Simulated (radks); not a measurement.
Values are calculated unless marked as measured or tabulated.
Species: Ir42+. Configuration: [Ar] 3d10 4s2 4p5 (the NIST ground configuration).

Level of theory: scalar-relativistic Kohn-Sham, LB94 model potential, spin-polarised, spherical densities, finite nucleus; open shells are filled with parallel spins first (spin-orbit coupling, left out, can overturn this in heavy ions); Fermi nuclear charge, rms radius 5.4032 fm (a radial shooting solver on a logarithmic mesh with Libxc functionals).

Energy parts (hartree):
part                   energy
kinetic            18696.7217
electron-nucleus  -38626.2909
Hartree             3516.8733
(The LB94 potential has no energy functional, so no total or exchange-correlation energy is given.)

Orbitals (lengths in bohr, moments of r in powers of bohr; <r^-3> diverges for s and p1/2):
1s up: occ. 1; eigenvalue (hartree) -2879.956
1s down: occ. 1; eigenvalue (hartree) -2879.953
2s up: occ. 1; eigenvalue (hartree) -565.3636
2s down: occ. 1; eigenvalue (hartree) -565.3411
2p up: occ. 3; eigenvalue (hartree) -501.2704; <r^-3> 23230
2p down: occ. 3; eigenvalue (hartree) -501.2368; <r^-3> 23220
3s up: occ. 1; eigenvalue (hartree) -186.3915
3s down: occ. 1; eigenvalue (hartree) -186.3765
3p up: occ. 3; eigenvalue (hartree) -167.5571; <r^-3> 5412
3p down: occ. 3; eigenvalue (hartree) -167.5435; <r^-3> 5409
3d up: occ. 5; eigenvalue (hartree) -147.3193; <r^-3> 686.8
3d down: occ. 5; eigenvalue (hartree) -147.3068; <r^-3> 686.6
4s up: occ. 1; eigenvalue (hartree) -87.13835
4s down: occ. 1; eigenvalue (hartree) -87.08176
4p up: occ. 3; eigenvalue (hartree) -80.13607; <r^-3> 1763
4p down: occ. 2; eigenvalue (hartree) -80.07225; <r^-3> 1770

The highest occupied level is 4p down at -2178.9 eV. The spin density at the nucleus is -14.52 e/bohr^3 (1s -11.85, 2s 13.46, 3s 16.82, 4s -32.96). The density falls to 0.001 e/bohr^3 at r = 0.99 bohr. Spin moment in Bohr magnetons: 1. The electron density at the nucleus is 1.952e+06 e/bohr^3 (large components only).
